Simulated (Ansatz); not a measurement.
Geometry optimisation, Ansatz 0.2.0, RKS r2SCAN-D4/def2-SVP.

Input:

```yaml
crystal:
  periodic: [false, false, false]
  atoms:
    - { symbol: O, position_ang: [-1.1861, 0.6592, 1.4019] }
    - { symbol: C, position_ang: [-0.9506, 1.5443, 0.5477] }
    - { symbol: "N", position_ang: [-0.4304, 1.325, -0.7028] }
    - { symbol: C, position_ang: [0.2896, 0.2257, -0.9792] }
    - { symbol: Si, position_ang: [1.28724, -0.23638, -2.48654] }
    - { symbol: H, position_ang: [-1.1527, 2.6287, 0.7495] }
    - { symbol: H, position_ang: [0.45404, -0.45098, -0.15358] }
    - { symbol: H, position_ang: [1.77857, -1.63326, -2.30025] }
    - { symbol: H, position_ang: [2.43467, 0.65554, -2.78819] }
    - { symbol: H, position_ang: [0.39777, -0.28479, -3.72496] }
basis:
  gaussian: { orbitals: def2-SVP }
hamiltonian:
  xc: r2scan
  dispersion: d4
relax:
  f_tol: 0.015
  max_steps: 40
```

Run as:

```bash
$ ansatz run input.yaml --threads 2 --pin off --max-ram 3072MiB --backend cpu --events-out ev --progress --plain --runs-dir out
```

Task: Where does it end, and by what steps?

Result: The run converged. After 21 steps the energy has fallen by 0.510 eV; H7 moved furthest, 0.82 Å.

| step | energy less start (eV) | largest force component (eV/Å) | accepted |
| --- | --- | --- | --- |
| 0 | 0.0000 | 3.040 | yes |
| 1 | -0.3462 | 1.648 | yes |
| 2 | -0.3510 | 1.869 | yes |
| 3 | -0.4477 | 1.006 | yes |
| 4 | -0.4661 | 0.971 | yes |
| 5 | -0.4635 | 0.604 | no |
| 6 | -0.4952 | 0.228 | yes |
| 7 | -0.5012 | 0.139 | yes |
| 8 | -0.5048 | 0.079 | yes |
| 9 | -0.5061 | 0.159 | yes |
| 10 | -0.5071 | 0.107 | yes |
| 11 | -0.5076 | 0.068 | yes |
| 12 | -0.5080 | 0.052 | yes |
| 13 | -0.5081 | 0.076 | yes |
| 14 | -0.5089 | 0.066 | yes |
| 15 | -0.5094 | 0.066 | yes |
| 16 | -0.5097 | 0.061 | yes |
| 17 | -0.5099 | 0.055 | yes |
| 18 | -0.5100 | 0.039 | yes |
| 19 | -0.5101 | 0.036 | yes |
| 20 | -0.5101 | 0.020 | yes |
| 21 | -0.5101 | 0.012 | yes |

```xyz
10
Properties=species:S:1:pos:R:3
O -1.504 0.618 1.273
C -1.067 1.404 0.467
N -0.486 1.047 -0.750
C 0.556 0.311 -0.827
Si 1.233 -0.255 -2.508
H -1.163 2.514 0.572
H 1.081 0.002 0.106
H 1.435 -1.733 -2.464
H 2.560 0.397 -2.724
H 0.277 0.128 -3.581
```

Time of the run: 69 s on 2 threads of Arm Neoverse V1 (shared host), peak memory 0.17 GiB.
